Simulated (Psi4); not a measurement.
C4H7, doublet, at a GFN2-xTB geometry; HF/def2-SV(P) (Psi4 1.11).

The Psi4 input:
```
memory 2 GB

molecule {
0 2
  C    -0.01583438    0.01152779    1.49894858
  C    -0.00222843    0.02374520    0.20492787
  H    -0.02223869   -0.69129602    2.29786866
  C     0.00269449    1.29161997   -0.60733811
  H    -0.00662782    2.16401956    0.03942821
  H     0.89090871    1.32760594   -1.23693731
  H    -0.87224194    1.32254452   -1.25552371
  C     0.01033407   -1.24161286   -0.64220029
  H     0.00629703   -2.13018294   -0.01726348
  H    -0.86735589   -1.25472468   -1.28612343
  H     0.90146410   -1.24964698   -1.26747727
}

set basis def2-sv(p)
set reference uhf
set damping_percentage 50

energy('scf')
print_variables()
```

It wrote (shortened):

```
   => Loading Basis Set <=

    Name: DEF2-SV(P)
    Role: ORBITAL
    Keyword: BASIS

         ---------------------------------------------------------
                                   SCF
               by Justin Turney, Rob Parrish, Andy Simmonett
                          and Daniel G. A. Smith
                              UHF Reference
         ---------------------------------------------------------

  ==> Geometry <==

    Molecular point group: c1
    Full point group: C1

    Geometry (in Angstrom), charge = 0, multiplicity = 2:

       Center              X                  Y                   Z               Mass
    ------------   -----------------  -----------------  -----------------  -----------------
         C           -0.015290028654     0.002306488474     1.449821197327    12.000000000000
         C           -0.001684078654     0.014523898474     0.155800487327    12.000000000000
         H           -0.021694338654    -0.700517321526     2.248741277327     1.007825032230
         C            0.003238841346     1.282398668474    -0.656465492673    12.000000000000
         H           -0.006083468654     2.154798258474    -0.009699172673     1.007825032230
         H            0.891453061346     1.318384638474    -1.286064692673     1.007825032230
         H           -0.871697588654     1.313323218474    -1.304651092673     1.007825032230
         C            0.010878421346    -1.250834161526    -0.691327672673    12.000000000000
         H            0.006841381346    -2.139404241526    -0.066390862673     1.007825032230
         H           -0.866811538654    -1.263945981526    -1.335250812673     1.007825032230
         H            0.902008451346    -1.258868281526    -1.316604652673     1.007825032230

  Running in c1 symmetry.

  Rotational constants: A =      0.32804  B =      0.28891  C =      0.16295 [cm^-1]
  Rotational constants: A =   9834.43217  B =   8661.34630  C =   4885.22386 [MHz]
  Nuclear repulsion =  112.514542513721139

  Charge       = 0
  Multiplicity = 2
  Electrons    = 31
  Nalpha       = 16
  Nbeta        = 15

  ==> Algorithm <==

  SCF Algorithm Type is DF.
  DIIS enabled.
  MOM disabled.
  Fractional occupation disabled.
  Guess Type is SAD.
  Energy threshold   = 1.00e-06
  Density threshold  = 1.00e-06
  Integral threshold = 1.00e-12

  ==> Primary Basis <==

  Basis Set: DEF2-SV(P)
    Blend: DEF2-SV(P)
    Number of shells: 38
    Number of basis functions: 70
[...]
   @DF-UHF iter  90:  -155.32958111465106   -1.01587e-03   2.15337e-04 DIIS/ADIIS/DAMP=50%
   @DF-UHF iter  91:  -155.32773446935965    1.84665e-03   2.19974e-04 DIIS/ADIIS/DAMP=50%
   @DF-UHF iter  92:  -155.32691577750006    8.18692e-04   1.80943e-04 DIIS/ADIIS/DAMP=50%
   @DF-UHF iter  93:  -155.32644886386228    4.66914e-04   1.73485e-04 DIIS/ADIIS/DAMP=50%
   @DF-UHF iter  94:  -155.32571864340343    7.30220e-04   3.29644e-04 DIIS/ADIIS/DAMP=50%
   @DF-UHF iter  95:  -155.32586971245993   -1.51069e-04   4.97171e-04 DIIS/ADIIS/DAMP=50%
   @DF-UHF iter  96:  -155.32549309705223    3.76615e-04   3.16209e-04 DIIS/ADIIS/DAMP=50%
   @DF-UHF iter  97:  -155.32482118456036    6.71912e-04   4.55218e-04 DIIS/ADIIS/DAMP=50%
   @DF-UHF iter  98:  -155.32513521688708   -3.14032e-04   5.42478e-04 DIIS/ADIIS/DAMP=50%
   @DF-UHF iter  99:  -155.32500725748616    1.27959e-04   4.79798e-04 DIIS/ADIIS/DAMP=50%
   @DF-UHF iter 100:  -155.32522565921906   -2.18402e-04   4.79712e-04 DIIS/ADIIS/DAMP=50%

PsiException: Could not converge SCF iterations in 100 iterations.

  Failed to converge.

Traceback (most recent call last):
  File "psi4", line 375, in <module>
  File "<string>", line 33, in <module>
  File "site-packages/psi4/driver/driver.py", line 533, in energy
  File "site-packages/psi4/driver/procrouting/proc.py", line 2760, in run_scf
  File "site-packages/psi4/driver/procrouting/proc.py", line 2047, in scf_helper
  File "site-packages/psi4/driver/procrouting/scf_proc/scf_iterator.py", line 93, in scf_compute_energy
  File "site-packages/psi4/driver/procrouting/scf_proc/scf_iterator.py", line 86, in scf_compute_energy
  File "site-packages/psi4/driver/procrouting/scf_proc/scf_iterator.py", line 609, in scf_iterate

psi4.driver.p4util.exceptions.SCFConvergenceError: Could not converge SCF iterations in 100 iterations.

Printing out the relevant lines from the Psithon --> Python processed input file:
    """)
    core.IO.set_default_namespace("")
    core.set_global_option("BASIS", "def2-sv(p)")
    core.set_global_option("REFERENCE", "uhf")
    core.set_global_option("DAMPING_PERCENTAGE", 50)
--> energy('scf')
    print_variables()

!-------------------------------------------------------!
!                                                       !
!  Could not converge SCF iterations in 100 iterations. !
!                                                       !
!-------------------------------------------------------!
```

Convergence was not reached.
